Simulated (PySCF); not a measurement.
Tc²⁺ (technetium, charge +2): TPSS calculation

Configuration: [Kr] 4d5, high-spin 6S determinant. Computed with PySCF 2.14 in aug-cc-pVTZ-PP with ECP28MDF (6s6p5d3f2g, 88 functions), with scalar relativity through the core potential.

```
Total energy                : -79.5886 hartree
One-electron energy         : -128.9030 hartree
Hartree (Coulomb) energy    : 57.7913 hartree
Exchange-correlation energy : -8.4769 hartree
⟨S²⟩                        : 8.7503
⟨L²⟩                        : 0.000
Sum of ⟨r⟩                  : 17.42 bohr
Sum of ⟨r²⟩                 : 27.48 bohr²
```

| shell | electrons | mean orbital energy (eV) | rms radius, mean of both spins (bohr) |
| --- | --- | --- | --- |
| 4s α | 1 | -91.613 | 1.13 |
| 4s β | 1 | -88.101 | 1.13 |
| 4p α | 3 | -63.360 | 1.26 |
| 4p β | 3 | -59.383 | 1.26 |
| 4d α | 5 | -23.633 | 1.75 |

Energies and moments cover only the electrons outside the core potential.
